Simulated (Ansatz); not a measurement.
Species: hydroxy(trimethyl)silane, C₃H₁₀OSi (charge 0, singlet). 
Structure (B3LYP-D3(BJ)/def2-TZVP (Ansatz, a first-principles code) minimum search):
```xyz
15

Si    -0.0066    -0.0066     0.0338
C      1.8101     0.2824    -0.3267
C     -0.6654    -1.3271    -1.1220
C     -0.9803     1.5752    -0.1366
O     -0.2151    -0.4691     1.6190
H      1.9566     0.6240    -1.3546
H      2.3940    -0.6331    -0.2001
H      2.2264     1.0396     0.3411
H     -0.5693    -1.0183    -2.1661
H     -1.7212    -1.5271    -0.9271
H     -0.1200    -2.2676    -1.0078
H     -2.0356     1.4096     0.0894
H     -0.9111     1.9708    -1.1527
H     -0.6065     2.3388     0.5485
H      0.2134    -1.2748     1.9158
```

Total electronic energies in hartree. Valence correlation only, unless marked. No spin-orbit coupling. Non-relativistic. CBS marks a two-point X^-3 extrapolation of the correlation energy; Hartree-Fock from the larger set. The bracket is a focal-point correction in the basis named.

```tsv
level	program	energy (Eh)
BLYP-D3(BJ)/def2-TZVPD	Ansatz + dftd3	-485.15794
BLYP-D4/def2-TZVPD	Ansatz + dftd4	-485.15787
PBE0-D3(BJ)/def2-TZVPD	Ansatz + dftd3	-484.88880
r2SCANh-D4/def2-TZVPD	Ansatz + dftd4	-485.08756
r2SCAN0/def2-TZVPD	Ansatz	-485.07151
HSE06-D3(BJ)/def2-TZVPD	Ansatz + dftd3	-484.86849
CAM-B3LYP-D3(BJ)/def2-TZVPD	Ansatz + dftd3	-485.15328
CAM-B3LYP-D4/def2-TZVPD	Ansatz + dftd4	-485.15360
PBE-QIDH/def2-TZVPD	Ansatz	-484.76511
MP2/aug-cc-pV(T+d)Z	Ansatz	-484.32917
SCS-MP2/cc-pV(D+d)Z	Ansatz	-484.04486
SCS-MP2/cc-pVTZ	Ansatz	-484.30879
CCSD(T)/6-31G	Ansatz	-483.66885
RI-MP2/CBS(cc-pV(T+d)Z,cc-pV(Q+d)Z)+[CCSD(T)-MP2]/cc-pV(T+d)Z	Ansatz	-484.5221
CCSD(T)/CBS(cc-pV(T+d)Z,cc-pV(Q+d)Z)	Ansatz	-484.5120
```

Totals of different functionals don't rank their quality; only differences between species are comparable.
